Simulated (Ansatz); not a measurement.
C₂H₉BO₂ from Hartree–Fock to CCSD(T)

Z-matrix (Å, degrees):
```
C
B 1 1.571
H 1 1.097 2 108.9
H 1 1.094 2 111.5 3 -116.1
H 1 1.094 2 114.8 3 120.4
C 2 1.565 1 123.0 3 72.6
O 2 1.372 1 120.4 3 -107.7
H 6 1.092 2 113.1 1 -160.9
H 6 1.093 2 112.2 1 -36.9
H 6 1.098 2 108.7 1 79.8
H 7 0.961 2 113.6 1 -0.8
H 7 1.946 2 121.6 1 165.0
O 12 0.967 1 158.4 2 -33.4
H 13 0.959 12 104.8 1 94.8
```

Charge 0, multiplicity 1. The bonds changed during the relaxation, so this is another structure than the one it started from. The geometry is a stationary point of PBE0-D4/def2-TZVP. It is one conformer, not always the lowest. Frozen core, restricted reference, Ansatz. CBS rows extrapolate triple and quadruple zeta; past MP2 they add the triple-zeta difference.

| basis | HF (Eh) | MP2 corr. |
| --- | --- | --- |
| def2-SVP | -255.26859 | -0.76730 |
| def2-TZVPP | -255.57317 | -0.96369 |
| def2-QZVPP | -255.58575 | -1.03366 |

(1) Estimate the CCSD correlation energy and the (T) correction in each basis where they were run (hartree).

Results:

(1) 
```tsv
basis	CCSD corr.	(T)
def2-SVP	-0.82191	-0.01913
def2-TZVPP	-1.00633	-0.03501
CBS(def2)	-1.12813	as TZ
```
